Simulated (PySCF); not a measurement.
# What a mistake does to a calculation on AlBClH

All numbers below are calculated, not measured. The program is PySCF 2.14.0, an open-source quantum chemistry code, run on an isolated molecule that a program drew, which may never have been made. The molecule is AlBClH (charge 0, singlet), drawn as the SMILES string `[Al][BH]Cl`.

Each row is a Hartree-Fock (HF) and frozen-core CCSD(T) single point in the cc-pV(D+d)Z basis, meant for a local HF minimum. Run 1 is clean. Each other run has one planted mistake out of seven kinds, and not every kind appears here: one electron removed, one electron added, multiplicity raised by two, geometry at a saddle point, minimal basis STO-3G, one bond length entered in bohr, all coordinates scaled. The reference is restricted for singlets and unrestricted otherwise, and also for a bond in bohr. Adding or removing an electron swaps singlet and doublet. Electrons count all cores. HOMO and LUMO are orbital energies over both spins, the gradient is its largest component, and the lowest frequency (negative if imaginary) is given only where the gradient is small. Bond lengths are over the 3 bonds as drawn. T1 is the CCSD diagnostic: over 0.02 (restricted) or 0.045 (unrestricted) a single reference is doubtful.

Geometry of the clean run:
```xyz
4
AlBClH, angstrom
Al   -1.0453   -0.1705    2.4006
B     0.5144    1.3485    1.8186
Cl   -0.1978    2.9571    1.4598
H     1.7086    1.3316    1.6931
```

```
run,electrons,basis functions,<S^2>,HOMO (eV),LUMO (eV),gradient (hartree/bohr),lowest frequency (cm^-1),mean bond (Å),longest bond (Å),T1,HF (hartree),CCSD(T) (hartree),mistake
1,36,65,0.000,-7.50,0.20,3.2e-05,105,1.7500,2.254,0.0157,-726.66964,-726.97973,no fault
2,36,65,2.021,-6.54,-0.03,1.8e-02,-,1.7500,2.254,0.0453,-726.64611,-726.94624,multiplicity raised by two
3,36,65,0.000,-7.80,0.09,3.9e-02,-,1.8987,2.445,0.0165,-726.65451,-726.96523,all coordinates scaled
4,37,65,0.958,-0.72,5.98,4.0e-02,-,1.7500,2.254,0.0531,-726.67915,-727.00177,one electron added
5,36,65,1.002,-7.66,0.09,2.1e-02,-,2.1061,2.269,0.0961,-726.56094,-726.87006,one bond length entered in bohr
6,36,24,0.000,-4.08,6.93,3.4e-02,-,1.7500,2.254,0.0126,-718.49726,-718.58694,?
```

**Which mistake was planted in run 6, and what did it cost?**

It has 24 basis functions where the clean run has 65, with the same electrons and geometry. So the mistake is: minimal basis STO-3G. Subtracting run 1 and multiplying by 627.51 kcal/mol a hartree, the energy moved by 5128.2 kcal/mol in HF and 5266.6 kcal/mol in CCSD(T).

Cautions from the logs. Run 2: T1 is over the limit, so its CCSD(T) energy is less reliable; run 4: T1 is over the limit, so its CCSD(T) energy is less reliable; run 5: T1 is over the limit, so its CCSD(T) energy is less reliable.
